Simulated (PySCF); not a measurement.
**Sc²⁺ (scandium, charge +2) across methods**

[Ar] 3d1, 2D determinant. All numbers are calculated (PySCF 2.14, scalar relativity by spin-free X2C-1e, in aug-cc-pwCVTZ-DK (10s9p7d4f3g, 127 functions)).

```json
{"method": "r2SCAN", "E (hartree)": "-763.436", "mean ε 3p α (eV)": "-50.156", "mean ε 3p β (eV)": "-49.182", "mean ε 3d α (eV)": "-18.887", "Σ⟨r²⟩ (bohr²)": "16.22", "⟨S²⟩": "0.751"}
{"method": "UHF", "E (hartree)": "-762.63885", "mean ε 3p α (eV)": "-58.990", "mean ε 3p β (eV)": "-56.991", "mean ε 3d α (eV)": "-24.720", "Σ⟨r²⟩ (bohr²)": "16.19", "⟨S²⟩": "0.752"}
{"method": "revPBE", "E (hartree)": "-763.380", "mean ε 3p α (eV)": "-49.255", "mean ε 3p β (eV)": "-48.444", "mean ε 3d α (eV)": "-18.640", "Σ⟨r²⟩ (bohr²)": "16.31", "⟨S²⟩": "0.751"}
{"method": "wB97M-V", "E (hartree)": "-763.423", "mean ε 3p α (eV)": "-54.442", "mean ε 3p β (eV)": "-53.450", "mean ε 3d α (eV)": "-22.650", "Σ⟨r²⟩ (bohr²)": "16.32", "⟨S²⟩": "0.750"}
{"method": "PBE0", "E (hartree)": "-763.290", "mean ε 3p α (eV)": "-51.993", "mean ε 3p β (eV)": "-50.917", "mean ε 3d α (eV)": "-20.342", "Σ⟨r²⟩ (bohr²)": "16.23", "⟨S²⟩": "0.751"}
{"method": "LDA", "E (hartree)": "-761.478", "mean ε 3p α (eV)": "-49.351", "mean ε 3p β (eV)": "-48.552", "mean ε 3d α (eV)": "-18.580", "Σ⟨r²⟩ (bohr²)": "16.34", "⟨S²⟩": "0.750"}
{"method": "PBE", "E (hartree)": "-763.247", "mean ε 3p α (eV)": "-49.285", "mean ε 3p β (eV)": "-48.470", "mean ε 3d α (eV)": "-18.659", "Σ⟨r²⟩ (bohr²)": "16.32", "⟨S²⟩": "0.750"}
```

Estimate the same row for MN15.

E (hartree) = -763.818; mean ε 3p α (eV) = -52.897; mean ε 3p β (eV) = -52.089; mean ε 3d α (eV) = -20.861; Σ⟨r²⟩ (bohr²) = 16.18; ⟨S²⟩ = 0.750.
